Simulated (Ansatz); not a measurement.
AlSiH$_{4}$Cl$_{2}$F, singlet: at the start structure of a reaction step.

Input (in.yaml):

```yaml
crystal:
  periodic: [false, false, false]
  atoms:
    - {symbol: Al, position_ang: [-1.222750, -1.098846, -0.047113]}
    - {symbol: F, position_ang: [-2.615449, -0.497278, -0.672533]}
    - {symbol: Cl, position_ang: [-0.024359, -2.297087, -1.263801]}
    - {symbol: Cl, position_ang: [-1.047053, -1.239604, 2.027424]}
    - {symbol: H, position_ang: [-0.374115, 0.606244, -0.331420]}
    - {symbol: Si, position_ang: [1.042420, 1.032048, 0.010553]}
    - {symbol: H, position_ang: [0.872357, 2.136426, 0.978003]}
    - {symbol: H, position_ang: [1.761955, -0.123413, 0.578479]}
    - {symbol: H, position_ang: [1.607096, 1.481611, -1.279592]}
basis:
  gaussian: {orbitals: def2-TZVPP}
hamiltonian: {xc: r2scan, dispersion: d4}
```

Launched with

```bash
ansatz run in.yaml --threads 8 --pin off --events-out ev --progress --plain --max-ram 19148MiB
```

Output of Ansatz 0.2.0:

```
Functional definition: r2SCAN
  name "r2SCAN"
  cite "Furness, Kaplan, Ning, Perdew & Sun, J. Phys. Chem. Lett. 11, 8208 (2020) doi:10.1021/acs.jpclett.0c02405"
  cite "Furness, Kaplan, Ning, Perdew & Sun, J. Phys. Chem. Lett. 11, 9248 (2020) doi:10.1021/acs.jpclett.0c03077"
  parent r2scan
  parameter k0 = 0.174
  parameter k1 = 0.065
  parameter a1 = 4.9479
  exchange = r2scan_x(k0 = k0, k1 = k1, a1 = a1)
  correlation = r2scan_c
1537 factors; their error is unknown
mean field evaluation 1: about -42303.0568 eV, gradient 4.4e1 eV
mean field evaluation 2: about -42295.0597 eV, gradient 8.7e1 eV
mean field evaluation 4: about -42306.0639 eV, gradient 2.4e0 eV
mean field evaluation 8: about -42306.0706 eV, gradient 4.9e-2 eV
mean field evaluation 16: about -42306.0343 eV, gradient 3.9e-5 eV
mean field -42306.03433430 eV, -1554.7180857254 hartree, gradient 3.9e-5 eV, S^2 0.000000; 0 other end points of the search recorded, 0 dependent functions left out
reference -42306.03434844 eV, -1554.7180862450 hartree; 37, 37 occupied and 218, 218 virtual orbitals, 1537 factors
Total energy: -42306.09560115 eV, -1554.7203372406 hartree
```

The lines “mean field evaluation” count trial sets of orbitals through the whole run, from several starts and some on an approximate energy, so they need not fall steadily or lie above the final value.

The run took about 2.6 s on 8 CPU threads of a Oxide Virtual Turin-like (shared host).
